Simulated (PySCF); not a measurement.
H6B3N3, charge +1, quartet, at a GFN2-xTB geometry of the parent state (a state made from the parent by changing its charge; the spin is typed, not shown lowest); PySCF with PBE0/6-31G.

Here is a job for PySCF.
```python
from pyscf import gto, scf, dft

mol = gto.Mole()
mol.atom = '''
    B     0.981063   -1.059920   -0.049900
    N     1.374944    0.290614    0.182281
    B     0.392448    1.284447    0.309574
    N    -0.965065    1.036226    0.055116
    B    -1.402100   -0.300558   -0.179410
    N    -0.387553   -1.270967   -0.320619
    H     1.789192   -1.906455   -0.030507
    H     2.355202    0.487961    0.327132
    H     0.700487    2.328946    0.765496
    H    -1.660249    1.767430    0.108917
    H    -2.547681   -0.524569   -0.266189
    H    -0.650292   -2.164271   -0.723612
'''
mol.basis = '6-31g'
mol.charge = 1
mol.spin = 3
mol.verbose = 4
mol.build()

mf = dft.ROKS(mol)
mf.xc = 'pbe0'
mf.kernel()
```

Output, abridged:

```
PySCF version 2.14.0

[INPUT] verbose = 4
[INPUT] num. atoms = 12
[INPUT] num. electrons = 41
[INPUT] charge = 1
[INPUT] spin (= nelec alpha-beta = 2S) = 3
[INPUT] symmetry False subgroup None
[INPUT] Mole.unit = angstrom
[INPUT] Symbol           X                Y                Z      unit          X                Y                Z       unit  Magmom
[...]
nuclear repulsion = 200.017776727471
number of shells = 42
number of NR pGTOs = 156
number of NR cGTOs = 66
basis = 6-31g
ecp = {}

******** <class 'pyscf.dft.roks.ROKS'> ********
method = ROKS
initial guess = minao
damping factor = 0
level_shift factor = 0
DIIS = <class 'pyscf.scf.diis.CDIIS'>
diis_start_cycle = 1
diis_space = 8
diis_damp = 0
SCF conv_tol = 1e-09
SCF conv_tol_grad = None
SCF max_cycles = 50
direct_scf = True
direct_scf_tol = 1e-13
num. doubly occ = 19  num. singly occ = 3
XC library pyscf.dft.libxc version 7.1.2
    S. Lehtola, C. Steigemann, M. J. T. Oliveira, and M. A. L. Marques,  SoftwareX 7, 1–5 (2018)
XC functionals = pbe0
    C. Adamo and V. Barone,  J. Chem. Phys. 110, 6158 (1999)
    M. Ernzerhof and G. E. Scuseria,  J. Chem. Phys. 110, 5029 (1999)
radial grids:
    Treutler-Ahlrichs [JCP 102, 346 (1995); DOI:10.1063/1.469408] (M4) radial grids

becke partition: Becke, JCP 88, 2547 (1988); DOI:10.1063/1.454033
pruning grids: <function nwchem_prune>
grids dens level: 3
symmetrized grids: False
atomic radii adjust function: <function treutler_atomic_radii_adjust>
small_rho_cutoff = 0
Set gradient conv threshold to 3.16228e-05
tot grids = 142696
init E= -243.158729789047
[...]
cycle= 1 E= -241.668231928336  delta_E= 1.49  |g|= 0.223  |ddm|= 2.55

WARN: HOMO -0.194381581480785 >= LUMO -0.224718533520402

cycle= 2 E= -241.490968974736  delta_E= 0.177  |g|= 0.64  |ddm|= 0.94
[...]
cycle= 3 E= -241.685571601418  delta_E= -0.195  |g|= 0.16  |ddm|= 0.858
[...]
cycle= 4 E= -241.691571078895  delta_E= -0.006  |g|= 0.0703  |ddm|= 0.101
[...]
cycle= 5 E= -241.692900975068  delta_E= -0.00133  |g|= 0.0435  |ddm|= 0.0446
[...]
cycle= 6 E= -241.693572043859  delta_E= -0.000671  |g|= 0.0257  |ddm|= 0.0489
[...]
cycle= 7 E= -241.693746730853  delta_E= -0.000175  |g|= 0.00997  |ddm|= 0.0391
[...]
cycle= 8 E= -241.69373307318  delta_E= 1.37e-05  |g|= 0.0115  |ddm|= 0.0494
[...]
cycle= 9 E= -241.693800343173  delta_E= -6.73e-05  |g|= 0.00282  |ddm|= 0.0281
[...]
cycle= 10 E= -241.693802763438  delta_E= -2.42e-06  |g|= 0.00156  |ddm|= 0.00364
[...]
cycle= 11 E= -241.693803383108  delta_E= -6.2e-07  |g|= 0.000927  |ddm|= 0.0027
[...]
cycle= 12 E= -241.69380363158  delta_E= -2.48e-07  |g|= 0.000436  |ddm|= 0.00221
[...]
cycle= 13 E= -241.693803730907  delta_E= -9.93e-08  |g|= 9.91e-05  |ddm|= 0.00113
[...]
cycle= 14 E= -241.693803737097  delta_E= -6.19e-09  |g|= 1.12e-05  |ddm|= 0.00025
[...]
cycle= 15 E= -241.693803737207  delta_E= -1.1e-10  |g|= 3.61e-06  |ddm|= 3.83e-05
[...]
Extra cycle  E= -241.693803737164  delta_E= 4.27e-11  |g|= 1.05e-05  |ddm|= 2.79e-05
converged SCF energy = -241.693803737164
```
